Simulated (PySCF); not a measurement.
## Computed properties of CrO2F2, SMILES [O]=[Cr](=[O])([F])[F], multiplicity 1

CrO2F2, SMILES [O]=[Cr](=[O])([F])[F], multiplicity 1. Coordinates come from a PBE0-D3(BJ)/def2-SVP optimisation. The multiplicity is an assumed one; other spin states were not compared. The isomer is the one that the SMILES or the coordinates give; other isomers of the formula were not compared. One conformer was computed; it need not be the lowest. All values are computed for the isolated molecule unless a solvent is named; none is compared with measurement here.

**Structure.** The optimised structure has C2v symmetry. All 9 harmonic modes at PBE0-D3(BJ)/def2-SVP (PySCF) are real, so it is a minimum. With heavy atoms numbered as in [Cr:1](=[O:2])(=[O:3])([F:4])[F:5], the shortest bond between them is Cr1–O2 at 1.525 Å and the longest Cr1–F4 at 1.685 Å.

**Vibrations.** The strongest infrared lines (harmonic, unscaled, degenerate partners summed) lie at 1186 cm⁻¹ (185 km/mol, O 69 %, Cr 31 %), 833 cm⁻¹ (155 km/mol, F 63 %, Cr 37 %), 1182 cm⁻¹ (88 km/mol, O 78 %, Cr 22 %). The softest mode is at 229 cm⁻¹ and the zero-point energy is 8.0 kcal/mol.

**Electronic structure.** CAM-B3LYP/def2-TZVP (PySCF) places the frontier levels at -12.08 and -3.84 eV, a gap of 8.24 eV, and gives a dipole moment of 0.09 D and a mean polarisability of 34.8 bohr³. PBE/def2-TZVP (PySCF) at the same geometry gives -8.76 and -5.61 eV, so its gap is 5.09 eV narrower. An orbital gap is neither the optical nor the fundamental gap.

**Excitations.** TDA-CAM-B3LYP/def2-SVPD (PySCF) has S1 at 3.53 eV (351 nm, f = 0.001, dark); the most intense of the 10 singlets computed lies at 4.46 eV (f = 0.01). T1 (TDA) is at 2.88 eV, 0.65 eV under S1. TDA-PBE/def2-SVPD (PySCF) puts S1 at 3.43 eV. No vertical singlet excitation falls in the visible range (under 3.1 eV).

**NMR.** GIAO shifts at HF/pcSseg-1 (PySCF) (non-relativistic, atoms alike by connectivity averaged): ¹⁹F at -136.2 ppm against CFCl3.
